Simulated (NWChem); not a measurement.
**Basis-set convergence for H₂S₂Sn**

```xyz
5

Sn     0.0000     0.0000    -0.6747
S     -1.7831     0.0000     1.0476
H     -2.7684     0.0000     0.1046
S      1.7831     0.0000     1.0476
H      2.7684     0.0000     0.1046
```
Charge 0, spin multiplicity 1.

Program: NWChem. The geometry was optimised at PBE/def2-SVP with def2 effective core potentials on Sn, a minimum by its harmonic frequencies. It is one conformer; others weren't searched.

Quantity: LUMO energy at the level PBE0.

Effective core potentials replace the inner electrons of Sn; spin-orbit coupling is left out. The structure started from a generated list of species.

The cost column gives rough processor time relative to def2-SVP; each entry includes its own SCF.

In def2-TZVPD the value is -2.64 eV. Among def2-SVP, def2-SVPD, def2-TZVP, def2-TZVPP, which is the smallest basis within 0.2 eV of it?

def2-SVP, with 72 functions against 166 and about 20 % of the time (also within reach: def2-SVPD, def2-TZVP, def2-TZVPP). def2-TZVPD isn't the basis-set limit itself, and a small set can land close by cancellation.

```
basis       functions  LUMO energy (eV)  relative cost
----------  ---------  ----------------  -------------
def2-SVP           72             -2.48              1
def2-SVPD         102             -2.66        under 3
def2-TZVP         136             -2.59              3
def2-TZVPP        162             -2.59              4
def2-TZVPD        166             -2.64              6
```
